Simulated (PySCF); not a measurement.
C2H6ClFSi2, SMILES F[C@H]1C[SiH2][Si@H]1Cl.

Geometry optimised at B3LYP-D3(BJ)/def2-SVP. The structure was generated by enumeration; whether it is a known compound was not checked.

Method: B3LYP-D3(BJ)/def2-SVP (PySCF).

Frequencies are harmonic and unscaled.

Computed normal modes with their intensities:
```tsv
mode	ν (cm⁻¹)	IR (km/mol)	moving atoms (share of kinetic energy)
1	92	0.6	Cl 29 %, F 22 %, C 20 %, Si 17 %, H 13 %
2	101	1.0	Cl 45 %, F 31 %, Si 11 %, C 8 %
3	145	2.9	Si 32 %, H 30 %, C 18 %, Cl 12 %
4	308	3.4	F 41 %, Si 33 %, C 16 %, H 10 %
5	369	9.1	Si 43 %, F 22 %, C 19 %, H 15 %
6	394	10.2	Si 54 %, H 36 %
7	423	8.4	C 38 %, H 31 %, Si 13 %, F 13 %
8	480	8.7	H 55 %, Si 37 %
9	513	48.0	Si 35 %, Cl 33 %, C 14 %, H 14 %
10	563	4.2	H 78 %, C 10 %, Si 10 %
11	621	32.6	H 43 %, Si 27 %, C 22 %
12	656	60.2	H 72 %, Si 14 %, C 11 %
13	683	31.0	C 40 %, H 38 %, Si 18 %
14	728	67.6	H 70 %, Si 18 %, C 12 %
15	774	142.0	H 85 %
16	844	9.2	H 69 %, C 23 %
17	937	104.8	H 94 %
18	982	18.1	H 54 %, C 43 %
19	1055	10.6	H 52 %, C 45 %
20	1079	50.9	C 47 %, H 30 %, F 23 %
21	1155	50.7	H 53 %, C 38 %, F 9 %
22	1244	4.4	H 72 %, C 27 %
23	1350	10.8	H 83 %, C 16 %
24	1431	5.9	H 90 %, C 10 %
25	2218	98.1	H 97 %
26	2230	124.5	H 96 %
27	2244	77.3	H 96 %
28	2987	22.2	H 92 %
29	3046	4.9	H 95 %
30	3113	7.1	H 90 %, C 10 %
```
